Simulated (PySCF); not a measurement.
BClF, AlBFH2 (calculated)

Calculation on a computer-drawn molecule: vertical ionisation energy to the stated ion spin, frozen-core CCSD(T) at the basis limit and cheaper methods, single-reference cases, UHF for radicals, no spin-orbit; all values are single points at the evaluated structure, the first of each entry, which is the reference or a displaced copy of it and isn't optimised; the reference structure only sets the zero of the energies above reference; triples share is (T) over the correlation energy. Program: PySCF 2.14.0.

Common to all runs: charge 1; multiplicity 1; ion multiplicity 2; diffuse functions no; basis cc-pV(n+d)Z; reference is the Hartree-Fock double-zeta minimum; best is HF at quadruple zeta + MP2 correlation extrapolated from triple and quadruple zeta + CCSD(T) minus MP2 at triple zeta; basis step is the size of the change from the same recipe one zeta lower.

(1) BClF

Evaluated structure:
```xyz
3
BClF
F     -2.1689     0.9617     0.9934
B     -1.4533     1.1755    -0.2536
Cl    -0.6208     1.5208    -1.6284
```

Reference structure:
```xyz
3
BClF
F     -2.1511     0.9539     1.0170
B     -1.5513     1.1860    -0.0297
Cl    -0.7657     1.4901    -1.4010
```

The calculation gives: ionisation energy best 21.69 eV; ionisation energy basis step 0.09437 eV; energy above reference best 25.96 kcal/mol; energy above reference basis step 1.981 kcal/mol; ionisation energy Koopmans at triple zeta 22.01 eV; ionisation energy EOM CCSD at triple zeta 21.66 eV; total energy HF triple zeta -583.3976 hartree; total energy CCSD(T) triple zeta -583.9522 hartree; total energy best -584.0426 hartree; T1 diagnostic at triple zeta 0.01918; D1 diagnostic at triple zeta 0.0508; ion T1 diagnostic at triple zeta 0.03485; ion D1 diagnostic at triple zeta 0.1528; ion spin squared at triple zeta 0.761; triples share at triple zeta 0.04177; basis functions triple zeta 99.

Drawn bonds:
```csv
atom,other atom,order
1,2,1
2,3,1
```

Triple zeta:
```csv
method,ionisation energy (eV),energy above reference (kcal/mol)
HF,20.55,32.72
PBE,21.19,22.13
r2SCAN,21.36,25.46
B3LYP,21.48,25.4
wB97X,21.56,25.91
MP2,21.67,25.06
CCSD,21.48,26.38
CCSD(T),21.5,24.81
```

(2) AlBFH2

Evaluated structure:
```xyz
5
AlBFH2
F      0.4883     1.1771     2.5800
B      0.5554     2.0790     1.6455
Al    -0.0289     1.3485    -0.3616
H      0.8980     3.2005     1.8341
H     -0.4352     0.8486    -1.7729
```

Reference structure:
```xyz
5
AlBFH2
F      0.4883     1.1771     2.5800
B      0.5554     2.0790     1.6455
Al    -0.0289     1.3485    -0.3616
H      0.8980     3.2005     1.8341
H     -0.4352     0.8486    -1.7729
```

It finds ionisation energy best 16.5 eV; ionisation energy basis step 0.02493 eV; energy above reference best 0 kcal/mol; energy above reference basis step 0 kcal/mol; ionisation energy Koopmans at triple zeta 16.65 eV; ionisation energy EOM CCSD at triple zeta 16.47 eV; total energy HF triple zeta -367.0130 hartree; total energy CCSD(T) triple zeta -367.4426 hartree; total energy best -367.5104 hartree; T1 diagnostic at triple zeta 0.01514; D1 diagnostic at triple zeta 0.04378; ion T1 diagnostic at triple zeta 0.02765; ion D1 diagnostic at triple zeta 0.09292; ion spin squared at triple zeta 0.8073; triples share at triple zeta 0.02972; basis functions triple zeta 127.

Drawn bonds:
```csv
atom,other atom,order
1,2,1
2,3,1
2,4,1
3,5,1
```

Triple zeta:
```csv
method,ionisation energy (eV),energy above reference (kcal/mol)
HF,15.76,0
PBE,15.97,0
r2SCAN,16.04,0
B3LYP,16.25,0
wB97X,16.33,0
MP2,16.35,0
CCSD,16.41,0
CCSD(T),16.38,0
```

(3) AlBFH2

Evaluated structure:
```xyz
5
AlBFH2
F      0.4369     1.3208     2.6050
B      0.4886     2.0974     1.7680
Al    -0.0146     1.3716    -0.3704
H      1.0028     3.1209     1.6872
H     -0.3867     0.8766    -1.6008
```

Reference structure:
```xyz
5
AlBFH2
F      0.4883     1.1771     2.5800
B      0.5554     2.0790     1.6455
Al    -0.0289     1.3485    -0.3616
H      0.8980     3.2005     1.8341
H     -0.4352     0.8486    -1.7729
```

Results for AlBFH2: ionisation energy best 15.75 eV; ionisation energy basis step 0.0192 eV; energy above reference best 28.03 kcal/mol; energy above reference basis step 1.317 kcal/mol; ionisation energy Koopmans at triple zeta 15.67 eV; ionisation energy EOM CCSD at triple zeta 15.7 eV; total energy HF triple zeta -366.9727 hartree; total energy CCSD(T) triple zeta -367.3963 hartree; total energy best -367.4658 hartree; T1 diagnostic at triple zeta 0.01245; D1 diagnostic at triple zeta 0.0327; ion T1 diagnostic at triple zeta 0.01899; ion D1 diagnostic at triple zeta 0.06219; ion spin squared at triple zeta 0.7755; triples share at triple zeta 0.02795; basis functions triple zeta 127.

Drawn bonds:
```csv
atom,other atom,order
1,2,1
2,3,1
2,4,1
3,5,1
```

Triple zeta:
```csv
method,ionisation energy (eV),energy above reference (kcal/mol)
HF,14.85,25.29
PBE,15.38,30.2
r2SCAN,15.39,28.37
B3LYP,15.59,27.67
wB97X,15.58,28.6
MP2,15.53,28.99
CCSD,15.63,28.44
CCSD(T),15.64,29.02
```

(4) AlBFH2

Evaluated structure:
```xyz
5
AlBFH2
F      0.4916     1.1755     2.5776
B      0.5537     2.0792     1.6453
Al    -0.0326     1.3485    -0.3615
H      0.9475     3.3632     1.8646
H     -0.4355     0.8481    -1.7736
```

Reference structure:
```xyz
5
AlBFH2
F      0.4883     1.1771     2.5800
B      0.5554     2.0790     1.6455
Al    -0.0289     1.3485    -0.3616
H      0.8980     3.2005     1.8341
H     -0.4352     0.8486    -1.7729
```

Results for AlBFH2: ionisation energy best 16.29 eV; ionisation energy basis step 0.02495 eV; energy above reference best 6.649 kcal/mol; energy above reference basis step 0.1537 kcal/mol; ionisation energy Koopmans at triple zeta 16.43 eV; ionisation energy EOM CCSD at triple zeta 16.26 eV; total energy HF triple zeta -367.0008 hartree; total energy CCSD(T) triple zeta -367.4321 hartree; total energy best -367.4998 hartree; T1 diagnostic at triple zeta 0.01527; D1 diagnostic at triple zeta 0.04347; ion T1 diagnostic at triple zeta 0.02664; ion D1 diagnostic at triple zeta 0.08365; ion spin squared at triple zeta 0.8109; triples share at triple zeta 0.03025; basis functions triple zeta 127.

Drawn bonds:
```csv
atom,other atom,order
1,2,1
2,3,1
2,4,1
3,5,1
```

Triple zeta:
```csv
method,ionisation energy (eV),energy above reference (kcal/mol)
HF,15.52,7.637
PBE,15.78,5.446
r2SCAN,15.83,6.224
B3LYP,16.04,6.597
wB97X,16.12,6.584
MP2,16.13,7.069
CCSD,16.19,6.756
CCSD(T),16.17,6.581
```

(5) AlBFH2

Evaluated structure:
```xyz
5
AlBFH2
F      0.5165     1.0341     2.5952
B      0.5682     1.9780     1.6506
Al     0.0067     1.4779    -0.3538
H      0.9439     3.1872     1.9257
H     -0.4713     0.8956    -1.7374
```

Reference structure:
```xyz
5
AlBFH2
F      0.4883     1.1771     2.5800
B      0.5554     2.0790     1.6455
Al    -0.0289     1.3485    -0.3616
H      0.8980     3.2005     1.8341
H     -0.4352     0.8486    -1.7729
```

It finds ionisation energy best 16.55 eV; ionisation energy basis step 0.02561 eV; energy above reference best 4.951 kcal/mol; energy above reference basis step 0.04807 kcal/mol; ionisation energy Koopmans at triple zeta 16.77 eV; ionisation energy EOM CCSD at triple zeta 16.52 eV; total energy HF triple zeta -367.0026 hartree; total energy CCSD(T) triple zeta -367.4348 hartree; total energy best -367.5025 hartree; T1 diagnostic at triple zeta 0.01602; D1 diagnostic at triple zeta 0.04692; ion T1 diagnostic at triple zeta 0.02913; ion D1 diagnostic at triple zeta 0.0975; ion spin squared at triple zeta 0.8122; triples share at triple zeta 0.03038; basis functions triple zeta 127.

Drawn bonds:
```csv
atom,other atom,order
1,2,1
2,3,1
2,4,1
3,5,1
```

Triple zeta:
```csv
method,ionisation energy (eV),energy above reference (kcal/mol)
HF,15.84,6.503
PBE,15.98,3.934
r2SCAN,16.05,4.749
B3LYP,16.27,5.026
wB97X,16.38,4.76
MP2,16.4,5.161
CCSD,16.47,5.116
CCSD(T),16.43,4.889
```

(6) AlBFH2

Evaluated structure:
```xyz
5
AlBFH2
F      0.4518     1.1436     2.5843
B      0.6198     2.0332     1.6804
Al     0.0130     1.3399    -0.2757
H      0.9871     3.6309     1.8759
H     -0.3769     0.8445    -1.7572
```

Reference structure:
```xyz
5
AlBFH2
F      0.4883     1.1771     2.5800
B      0.5554     2.0790     1.6455
Al    -0.0289     1.3485    -0.3616
H      0.8980     3.2005     1.8341
H     -0.4352     0.8486    -1.7729
```

Results for AlBFH2: ionisation energy best 15.73 eV; ionisation energy basis step 0.02053 eV; energy above reference best 32.29 kcal/mol; energy above reference basis step 0.4936 kcal/mol; ionisation energy Koopmans at triple zeta 15.76 eV; ionisation energy EOM CCSD at triple zeta 15.71 eV; total energy HF triple zeta -366.9545 hartree; total energy CCSD(T) triple zeta -367.3911 hartree; total energy best -367.4590 hartree; T1 diagnostic at triple zeta 0.0159; D1 diagnostic at triple zeta 0.04213; ion T1 diagnostic at triple zeta 0.0284; ion D1 diagnostic at triple zeta 0.09365; ion spin squared at triple zeta 0.819; triples share at triple zeta 0.03147; basis functions triple zeta 127.

Drawn bonds:
```csv
atom,other atom,order
1,2,1
2,3,1
2,4,1
3,5,1
```

Triple zeta:
```csv
method,ionisation energy (eV),energy above reference (kcal/mol)
HF,14.72,36.69
PBE,15.31,29.16
r2SCAN,15.31,31.39
B3LYP,15.51,32.16
wB97X,15.56,33.3
MP2,15.52,34.5
CCSD,15.62,32.91
CCSD(T),15.62,32.3
```

(7) AlBFH2

Evaluated structure:
```xyz
5
AlBFH2
F      0.4289     1.1764     2.5540
B      0.5853     1.9575     1.6373
Al     0.0024     1.3466    -0.3474
H      0.9175     3.2340     1.8299
H     -0.4118     0.8161    -1.8674
```

Reference structure:
```xyz
5
AlBFH2
F      0.4883     1.1771     2.5800
B      0.5554     2.0790     1.6455
Al    -0.0289     1.3485    -0.3616
H      0.8980     3.2005     1.8341
H     -0.4352     0.8486    -1.7729
```

The calculation gives: ionisation energy best 16.11 eV; ionisation energy basis step 0.01955 eV; energy above reference best 11.13 kcal/mol; energy above reference basis step 0.8629 kcal/mol; ionisation energy Koopmans at triple zeta 16.23 eV; ionisation energy EOM CCSD at triple zeta 16.07 eV; total energy HF triple zeta -366.9949 hartree; total energy CCSD(T) triple zeta -367.4242 hartree; total energy best -367.4927 hartree; T1 diagnostic at triple zeta 0.01431; D1 diagnostic at triple zeta 0.03824; ion T1 diagnostic at triple zeta 0.02628; ion D1 diagnostic at triple zeta 0.06801; ion spin squared at triple zeta 0.8368; triples share at triple zeta 0.02942; basis functions triple zeta 127.

Drawn bonds:
```csv
atom,other atom,order
1,2,1
2,3,1
2,4,1
3,5,1
```

Triple zeta:
```csv
method,ionisation energy (eV),energy above reference (kcal/mol)
HF,15.3,11.35
PBE,15.61,10.32
r2SCAN,15.66,10.67
B3LYP,15.85,11.04
wB97X,15.94,11.52
MP2,15.97,12.35
CCSD,16,11.45
CCSD(T),15.99,11.53
```

(8) AlBFH2

Evaluated structure:
```xyz
5
AlBFH2
F      0.4289     1.1764     2.5540
B      0.5853     1.9575     1.6373
Al    -0.0008     1.3432    -0.3584
H      0.9175     3.2340     1.8299
H     -0.4150     0.8127    -1.8784
```

Reference structure:
```xyz
5
AlBFH2
F      0.4883     1.1771     2.5800
B      0.5554     2.0790     1.6455
Al    -0.0289     1.3485    -0.3616
H      0.8980     3.2005     1.8341
H     -0.4352     0.8486    -1.7729
```

The calculation gives: ionisation energy best 16.09 eV; ionisation energy basis step 0.01974 eV; energy above reference best 10.98 kcal/mol; energy above reference basis step 0.8537 kcal/mol; ionisation energy Koopmans at triple zeta 16.21 eV; ionisation energy EOM CCSD at triple zeta 16.06 eV; total energy HF triple zeta -366.9952 hartree; total energy CCSD(T) triple zeta -367.4245 hartree; total energy best -367.4929 hartree; T1 diagnostic at triple zeta 0.01432; D1 diagnostic at triple zeta 0.03817; ion T1 diagnostic at triple zeta 0.02633; ion D1 diagnostic at triple zeta 0.06848; ion spin squared at triple zeta 0.8375; triples share at triple zeta 0.02945; basis functions triple zeta 127.

Drawn bonds:
```csv
atom,other atom,order
1,2,1
2,3,1
2,4,1
3,5,1
```

Triple zeta:
```csv
method,ionisation energy (eV),energy above reference (kcal/mol)
HF,15.28,11.16
PBE,15.6,10.12
r2SCAN,15.64,10.49
B3LYP,15.84,10.87
wB97X,15.93,11.39
MP2,15.95,12.18
CCSD,15.99,11.28
CCSD(T),15.97,11.36
```

(9) AlBFH2

Evaluated structure:
```xyz
5
AlBFH2
F      0.4289     1.1764     2.5540
B      0.5853     1.9575     1.6373
Al    -0.0406     1.3016    -0.4937
H      0.9175     3.2340     1.8299
H     -0.4548     0.7711    -2.0137
```

Reference structure:
```xyz
5
AlBFH2
F      0.4883     1.1771     2.5800
B      0.5554     2.0790     1.6455
Al    -0.0289     1.3485    -0.3616
H      0.8980     3.2005     1.8341
H     -0.4352     0.8486    -1.7729
```

The calculation gives: ionisation energy best 15.89 eV; ionisation energy basis step 0.02214 eV; energy above reference best 11.25 kcal/mol; energy above reference basis step 0.7694 kcal/mol; ionisation energy Koopmans at triple zeta 15.94 eV; ionisation energy EOM CCSD at triple zeta 15.86 eV; total energy HF triple zeta -366.9952 hartree; total energy CCSD(T) triple zeta -367.4244 hartree; total energy best -367.4925 hartree; T1 diagnostic at triple zeta 0.01447; D1 diagnostic at triple zeta 0.03737; ion T1 diagnostic at triple zeta 0.0269; ion D1 diagnostic at triple zeta 0.07359; ion spin squared at triple zeta 0.8441; triples share at triple zeta 0.02982; basis functions triple zeta 127.

Drawn bonds:
```csv
atom,other atom,order
1,2,1
2,3,1
2,4,1
3,5,1
```

Triple zeta:
```csv
method,ionisation energy (eV),energy above reference (kcal/mol)
HF,15.05,11.15
PBE,15.45,9.742
r2SCAN,15.49,10.4
B3LYP,15.67,10.82
wB97X,15.73,11.87
MP2,15.75,12.43
CCSD,15.78,11.44
CCSD(T),15.78,11.42
```

(10) AlBFH2

Evaluated structure:
```xyz
5
AlBFH2
F      0.4289     1.1764     2.5540
B      0.5853     1.9575     1.6373
Al    -0.0592     1.2820    -0.5572
H      0.9175     3.2340     1.8299
H     -0.4734     0.7515    -2.0772
```

Reference structure:
```xyz
5
AlBFH2
F      0.4883     1.1771     2.5800
B      0.5554     2.0790     1.6455
Al    -0.0289     1.3485    -0.3616
H      0.8980     3.2005     1.8341
H     -0.4352     0.8486    -1.7729
```

It finds ionisation energy best 15.8 eV; ionisation energy basis step 0.02317 eV; energy above reference best 12.4 kcal/mol; energy above reference basis step 0.7458 kcal/mol; ionisation energy Koopmans at triple zeta 15.81 eV; ionisation energy EOM CCSD at triple zeta 15.77 eV; total energy HF triple zeta -366.9934 hartree; total energy CCSD(T) triple zeta -367.4227 hartree; total energy best -367.4907 hartree; T1 diagnostic at triple zeta 0.0146; D1 diagnostic at triple zeta 0.03707; ion T1 diagnostic at triple zeta 0.02706; ion D1 diagnostic at triple zeta 0.07542; ion spin squared at triple zeta 0.8456; triples share at triple zeta 0.03005; basis functions triple zeta 127.

Drawn bonds:
```csv
atom,other atom,order
1,2,1
2,3,1
2,4,1
3,5,1
```

Triple zeta:
```csv
method,ionisation energy (eV),energy above reference (kcal/mol)
HF,14.93,12.28
PBE,15.38,10.53
r2SCAN,15.41,11.34
B3LYP,15.59,11.76
wB97X,15.63,13.14
MP2,15.65,13.62
CCSD,15.68,12.58
CCSD(T),15.68,12.49
```
